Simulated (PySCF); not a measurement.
Al(CF3)(Me)2 (C₃H₆AlF₃), SMILES [CH3][Al]([CH3])[C](F)(F)F. Atoms are numbered in the order given.

```xyz
13

Al    -0.0563     0.2545     0.9828
C     -0.0029    -0.2971    -0.9729
F     -1.1174     0.0429    -1.6892
F      0.1894    -1.6352    -1.1803
F      1.0553     0.3407    -1.5869
C     -1.0793     1.8736     1.3847
H     -0.5337     2.7611     0.9933
H     -1.2464     2.0401     2.4680
H     -2.0646     1.8698     0.8728
C      1.0219    -0.8309     2.2030
H      0.8995    -0.5601     3.2710
H      2.0992    -0.7178     1.9491
H      0.7941    -1.9120     2.0886
```

Geometry: PBE-D3(BJ)/def2-SVP.

Method: PBE-D3(BJ)/def2-SVP (PySCF 2.14.0).

Frequencies are harmonic and unscaled.

A small imaginary wavenumber (i) marks a very flat motion, where grid noise or a shallow saddle decides the sign.

| mode | ν (cm⁻¹) | IR (km/mol) | moving atoms (share of kinetic energy) |
|---|---|---|---|
| 1 | 15i | 0.0 | H 98 % |
| 2 | 14 | 0.1 | F 51 %, C 34 %, H 15 % |
| 3 | 22 | 0.2 | H 98 % |
| 4 | 83 | 2.8 | F 40 %, C 35 %, H 18 % |
| 5 | 88 | 2.5 | F 62 %, C 22 %, H 11 % |
| 6 | 140 | 0.7 | C 50 %, H 35 %, F 13 % |
| 7 | 207 | 3.6 | Al 50 %, H 21 %, F 20 % |
| 8 | 224 | 3.5 | F 57 %, C 22 %, Al 12 %, H 9 % |
| 9 | 339 | 23.2 | Al 41 %, F 31 %, C 19 %, H 9 % |
| 10 | 486 | 0.0 | F 91 % |
| 11 | 489 | 0.3 | F 93 % |
| 12 | 522 | 0.1 | H 85 %, C 15 % |
| 13 | 559 | 12.0 | C 56 %, H 25 %, Al 15 % |
| 14 | 617 | 5.6 | H 74 %, C 23 % |
| 15 | 663 | 83.1 | H 66 %, C 21 %, Al 11 % |
| 16 | 685 | 26.8 | F 70 %, H 16 %, C 15 % |
| 17 | 704 | 99.7 | Al 50 %, C 32 %, H 18 % |
| 18 | 731 | 146.0 | H 48 %, C 18 %, Al 18 %, F 16 % |
| 19 | 1014 | 199.8 | C 70 %, F 30 % |
| 20 | 1057 | 197.0 | C 72 %, F 28 % |
| 21 | 1165 | 26.8 | H 79 %, C 21 % |
| 22 | 1166 | 21.4 | H 79 %, C 20 % |
| 23 | 1170 | 106.8 | C 76 %, F 21 % |
| 24 | 1367 | 1.4 | H 95 % |
| 25 | 1369 | 0.1 | H 95 % |
| 26 | 1374 | 3.4 | H 96 % |
| 27 | 1376 | 3.1 | H 96 % |
| 28 | 2961 | 1.0 | H 97 % |
| 29 | 2962 | 0.4 | H 97 % |
| 30 | 3047 | 0.4 | H 91 %, C 9 % |
| 31 | 3048 | 4.2 | H 91 %, C 9 % |
| 32 | 3076 | 2.2 | H 91 %, C 9 % |
| 33 | 3077 | 6.2 | H 91 %, C 9 % |
